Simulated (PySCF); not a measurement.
CH4ClFSi

CH4ClFSi is a small molecule, neutral, singlet. The structure, one conformer, was relaxed in the gas phase by PBE0-D3(BJ)/def2-SVP. No frequency run checks that it is a minimum.

SMILES: FC([SiH3])Cl

```xyz
8

C     0.264    0.539   -0.778
Si   -0.487   -0.515    0.631
F     1.511    0.960   -0.437
Cl    0.346   -0.469   -2.257
H    -0.339    1.420   -1.052
H     0.397   -1.696    0.836
H    -1.859   -0.931    0.228
H    -0.546    0.315    1.871
```
Atom numbers follow the order of the file, from 1.

Shieldings: GIAO PBE0/pcSseg-2. Shifts are against computed references at the same level: C TMS (σ 184.1 ppm), H TMS (σ 31.24 ppm), Si TMS (σ 341.3 ppm). Core levels by delta-SCF with SCAN, pcX-2 on the ionised atom and pcseg-1 elsewhere, spin-free X2C (2p3/2 is the spin-free 2p value less a third of a first-order spin-orbit splitting); from the vacuum level, for chosen atoms.

(1) Give the shieldings and core levels atom by atom.

(2) By CAM-B3LYP/def2-SVPD (TDDFT singlets, Tamm-Dancoff triplets, ionisation by delta-SCF), where does absorption start, and what does vertical ionisation take?

Results:

(1) 
```csv
atoms,bonded to,σ (ppm),δ (ppm),core level (eV)
C1,1 Cl + 1 F + 1 Si + 1 H,79.8,104.4,1s 294.31
Si2,1 C + 3 H,403.8,-62.5,2p3/2 107.44
F3,1 C,357.8,-,1s 693.17
Cl4,1 C,709.5,-,2p3/2 206.35
H5,1 C,24.86,6.39,-
H6 H7 H8,1 Si,27.13,4.12,-
```

Values are those of this one static structure, with the three H of a rotating XH3 group averaged; atoms that internal rotation interchanges would show their mean in an NMR spectrum.

(2) The lowest singlet lies at 6.87 eV (f 0.020), the strongest of the first 6 at 8.60 eV (f 0.042), the lowest triplet at 6.18 eV; vertical ionisation takes 10.89 eV.

The 3 runs behind this took 68 s in all, one thread each of Arm Neoverse V1 on a shared host, launched as `OMP_NUM_THREADS=1 python cluster_run.py task.json out`.
